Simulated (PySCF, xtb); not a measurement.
Si(OH)2(PH2)2 (H6O2P2Si), SMILES O[Si](O)(P)P. One conformer was computed; it need not be the lowest.

Harmonic wavenumbers (cm⁻¹) from xtb with GFN2-xTB at its own minimum, in rising order: 55, 86, 95, 138, 151, 210, 219, 245, 312, 398, 519, 687, 696, 713, 718, 769, 809, 842, 902, 1137, 1142, 2271, 2307, 2353, 2392, 3631, 3639.

**Question.** What does PySCF with PBE-D3(BJ)/def2-SVP give at its own minimum? (An estimate is asked for; the answer gives what the named calculation found.)

**Answer.** 94, 112, 122, 154, 182, 226, 240, 266, 329, 399, 480, 603, 629, 677, 682, 763, 833, 854, 901, 1044, 1047, 2301, 2318, 2325, 2336, 3736, 3741. Paired by order, the mean absolute difference is 38 cm⁻¹ and the zero-point energies are 39.2 and 39.2 kcal/mol.
